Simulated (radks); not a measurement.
Species: Hf IV. Configuration: [Xe] 4f14 5f1 (not the ground configuration).

Method: scalar-relativistic Kohn-Sham, PBE, spin-polarised, spherical densities, point nucleus; open shells are filled with parallel spins first (spin-orbit coupling, left out, can overturn this in heavy ions); computed with a radial shooting solver on a logarithmic mesh with Libxc functionals.

Energy parts (Ry):
part                       energy
total                 -30151.8430
kinetic                33042.1890
electron-nucleus      -74219.4176
Hartree                11638.5883
exchange-correlation    -613.2028

Orbitals (lengths in bohr, moments of r in powers of bohr; <r^-3> diverges for s and p1/2; r(90%) holds 90 % of the orbital's charge):
\begin{tabular}{lrrrrr}
orbital & occ. & eigenvalue (Ry) & <r^4> & r(90%) & <r^-3> \\ \hline
1s down & 1 & -4801.121 & 6.617e-07 & 0.0345 & - \\
1s up & 1 & -4801.121 & 6.617e-07 & 0.0345 & - \\
2s down & 1 & -823.1537 & 0.0001006 & 0.125 & - \\
2s up & 1 & -823.1537 & 0.0001006 & 0.125 & - \\
2p down & 3 & -723.0249 & 0.00007815 & 0.117 & 17780 \\
2p up & 3 & -723.0248 & 0.00007815 & 0.117 & 17780 \\
3s up & 1 & -189.4733 & 0.003729 & 0.306 & - \\
3s down & 1 & -189.4729 & 0.003729 & 0.306 & - \\
3p up & 3 & -159.5652 & 0.003986 & 0.312 & 3924 \\
3p down & 3 & -159.5648 & 0.003986 & 0.312 & 3924 \\
3d up & 5 & -124.1926 & 0.003093 & 0.293 & 510.0 \\
3d down & 5 & -124.1923 & 0.003093 & 0.293 & 510.0 \\
4s up & 1 & -40.15994 & 0.08910 & 0.672 & - \\
4s down & 1 & -40.15938 & 0.08910 & 0.672 & - \\
4p up & 3 & -30.35180 & 0.1188 & 0.724 & 899.2 \\
4p down & 3 & -30.35131 & 0.1188 & 0.724 & 899.2 \\
4d up & 5 & -17.68229 & 0.1799 & 0.804 & 99.10 \\
4d down & 5 & -17.68187 & 0.1799 & 0.804 & 99.10 \\
5s up & 1 & -7.39784 & 2.959 & 1.62 & - \\
5s down & 1 & -7.39552 & 2.948 & 1.61 & - \\
5p up & 3 & -5.03844 & 5.650 & 1.90 & 124.8 \\
5p down & 3 & -5.03264 & 5.603 & 1.90 & 125.2 \\
4f up & 7 & -3.72398 & 0.8354 & 1.13 & 15.62 \\
4f down & 7 & -3.72312 & 0.8289 & 1.13 & 15.63 \\
5f up & 1 & -0.88816 & 591.6 & 6.14 & 0.2439 \\
\end{tabular}

The highest occupied level is 5f up at -12.084 eV. Summed over all electrons, <r^2> = 48.67 bohr^2, which gives a Langevin (diamagnetic) susceptibility term of -38.5 x 10^-6 cm^3/mol. Spin moment in Bohr magnetons: 1.
